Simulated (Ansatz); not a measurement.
Consider the ligand exchange at the Al–I bond: `[AlH2][I]` + `NCS` → `NC[S][AlH2]` + HI.

Program: Ansatz. Geometries: PBE0-D4/def2-TZVP. ΔE: electronic, gas phase. CCSD(T)/CBS is the MP2 limit (def2-TZVPP, def2-QZVPP) plus CCSD(T) − MP2 in def2-TZVPP, frozen cores. def2 core potentials past Kr. For I outer-core shells are correlated without core-valence functions, which leaves a few kJ/mol of doubt a bond. Each species was taken in one conformer, which may not be the lowest.

`[AlH2][I]`:

Z-matrix (Å, degrees):
```
Al
I 1 2.472
H 1 1.577 2 117.8
H 1 1.577 2 117.8 3 180.0
```

`NCS`:

Cartesian coordinates in Å:
```
N -0.773 0.638 -0.539
C 0.383 -0.185 -0.273
S 1.265 0.313 1.229
H -1.196 0.378 -1.423
H -1.472 0.526 0.185
H 1.107 -0.042 -1.079
H 0.191 -1.262 -0.195
H 0.496 -0.366 2.095
```

`NC[S][AlH2]`:

Z-matrix (Å, degrees):
```
C
S 1 1.833
N 1 1.439 2 110.2
H 1 1.097 2 108.1 3 -127.0
H 1 1.091 2 106.0 3 117.5
Al 2 2.168 1 101.3 3 110.4
H 3 1.012 1 111.2 2 -70.8
H 3 1.013 1 110.8 2 168.5
H 6 1.586 2 117.3 1 -1.1
H 6 1.580 2 118.2 1 179.2
```

HI:

Z-matrix (Å, degrees):
```
I
H 1 1.610
```

```json
{"species": "`[AlH2][I]`", "CCSD(T)/CBS(def2) energy (Eh)": "-540.69638"}
{"species": "`NCS`", "CCSD(T)/CBS(def2) energy (Eh)": "-493.52417"}
{"species": "`NC[S][AlH2]`", "CCSD(T)/CBS(def2) energy (Eh)": "-736.16822"}
{"species": "HI", "CCSD(T)/CBS(def2) energy (Eh)": "-298.03592"}
```

Work out ΔE.

ΔE = (-736.16822) + (-298.03592) − (-540.69638) − (-493.52417) = 0.01641 Eh = +43.1 kJ/mol.

Largest T1 diagnostic among the species: 0.011.

Leaving LDA and LC-ωPBE aside and taking each functional with its dispersion term where it has one, the values, not all of them listed here, spread over 14.1 kJ/mol, from B97M-V to PBE-QIDH. LDA lies −6.4 kJ/mol from PBE without D4. From r2SCAN to r2SCAN0 (25 % exact exchange), in def2-TZVPP and without D4, ΔE moves by +4.7 kJ/mol. At CCSD(T), def2-SVP lies −3.8 kJ/mol from the extrapolated value and def2-TZVPP −3.6 kJ/mol.
